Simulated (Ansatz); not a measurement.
Isolated molecules relaxed with PBE0-D4/def2-TZVP in Ansatz; ΔE leaves out vibrations. CCSD(T)/CBS adds triple-zeta CCSD(T) − MP2 to the extrapolated MP2 energy (def2 sets, frozen cores). This one scheme is used for every species. One conformer a species, not always the lowest.

Reaction (redistribution): `C#C[SiH](F)Cl` + `O[SiH](O)[SiH2]Cl` → `C#C[Si](F)(Cl)Cl` + `O[SiH](O)[SiH3]`

| species | CCSD(T)/CBS(def2) energy (Eh) |
| --- | --- |
| `C#C[SiH](F)Cl` | -926.02177 |
| `O[SiH](O)[SiH2]Cl` | -1191.43769 |
| `C#C[Si](F)(Cl)Cl` | -1385.25733 |
| `O[SiH](O)[SiH3]` | -732.20558 |

(1) Work out ΔE.

Largest T1 diagnostic among the species: 0.013.

Results:

(1) ΔE = (-1385.25733) + (-732.20558) − (-926.02177) − (-1191.43769) = -0.00345 Eh = -9.1 kJ/mol.

In def2-TZVPP, CCSD(T) changes the Hartree–Fock value by −12.5 kJ/mol (the triples alone add −2.2 kJ/mol) and MP2 by −12.9 kJ/mol.
